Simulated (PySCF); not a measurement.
Compound: H₉PSi₃.
Numbering: `[SiH3:1][P:2]([SiH3:3])[SiH3:4]` (hydrogens: H5, H6, H7 on Si1; H8, H9, H10 on Si3; H11, H12, H13 on Si4)

The same species was optimised twice, with GFN2-xTB and with PBE0-D3(BJ)/def2-SVP (PySCF), and the same property calculations (PySCF, gas phase) were run on both structures.

```csv
coordinate,GFN2-xTB,PBE0-D3(BJ)/def2-SVP,change
P2–Si4 (Å),2.223,2.269,+0.046
P2–Si3 (Å),2.222,2.259,+0.037
Si1–P2 (Å),2.223,2.259,+0.036
Si3–H8 (Å),1.461,1.494,+0.033
Si1–H5 (Å),1.461,1.494,+0.033
Si1–H7 (Å),1.461,1.493,+0.032
Si3–H9 (Å),1.461,1.493,+0.032
Si3–H10 (Å),1.466,1.497,+0.031
Si1–H6 (Å),1.466,1.496,+0.030
Si1–P2–Si3 (°),102.2,96.8,-5.4
Si3–P2–Si4 (°),102.2,96.8,-5.4
Si1–P2–Si4 (°),102.2,97.0,-5.2
H5–Si1–H7 (°),111.4,109.5,-1.9
H8–Si3–H9 (°),111.4,109.6,-1.8
P2–Si1–H5 (°),106.8,108.1,+1.3
P2–Si3–H8 (°),106.8,108.1,+1.3
P2–Si1–H7 (°),106.7,108.0,+1.3
```

Rotational constants: A = 2200, B = 2199, C = 1268 MHz (GFN2-xTB) against A = 2196, B = 2180, C = 1316 MHz (PBE0-D3(BJ)/def2-SVP). Atoms that the bonding makes alike are paired by their places after alignment. End groups have turned between the structures, so H11, H12, H13 are left out of the comparison.

On the GFN2-xTB structure: HOMO (eV) -7.08 [PBE0/pcSseg-1]; LUMO (eV) -0.18 [PBE0/pcSseg-1]; dipole (D) 0.99 [PBE0/pcSseg-1]; GIAO shielding of Si1/Si3/Si4 (mean) (ppm) 427.2 [PBE0/pcSseg-1]; GIAO shielding of P2 (ppm) 692.7 [PBE0/pcSseg-1].

Q: What do these properties become on the PBE0-D3(BJ)/def2-SVP structure?

A: 
```json
{"property": "HOMO (eV)", "level": "PBE0/pcSseg-1", "on GFN2-xTB": "-7.08", "on PBE0-D3(BJ)/def2-SVP": "-7.40", "change": "-0.32"}
{"property": "LUMO (eV)", "level": "PBE0/pcSseg-1", "on GFN2-xTB": "-0.18", "on PBE0-D3(BJ)/def2-SVP": "-0.29", "change": "-0.11"}
{"property": "dipole (D)", "level": "PBE0/pcSseg-1", "on GFN2-xTB": "0.99", "on PBE0-D3(BJ)/def2-SVP": "0.94", "change": "-0.05"}
{"property": "energy, GFN2-xTB geometry as zero (kcal/mol)", "level": "PBE0/pcSseg-1", "on GFN2-xTB": "0.0", "on PBE0-D3(BJ)/def2-SVP": "-1.0", "change": "-1.0"}
{"property": "GIAO shielding of Si1/Si3/Si4 (mean) (ppm)", "level": "PBE0/pcSseg-1", "on GFN2-xTB": "427.2", "on PBE0-D3(BJ)/def2-SVP": "414.2", "change": "-13.0"}
{"property": "GIAO shielding of P2 (ppm)", "level": "PBE0/pcSseg-1", "on GFN2-xTB": "692.7", "on PBE0-D3(BJ)/def2-SVP": "715.0", "change": "+22.3"}
```

The heavy atoms differ by 0.081 Å rms after alignment (one structure mirrored). Among the bonds compared P2–Si4 changes most (+0.046 Å). Changes are differences of the printed values. Neither structure is proved a minimum here.
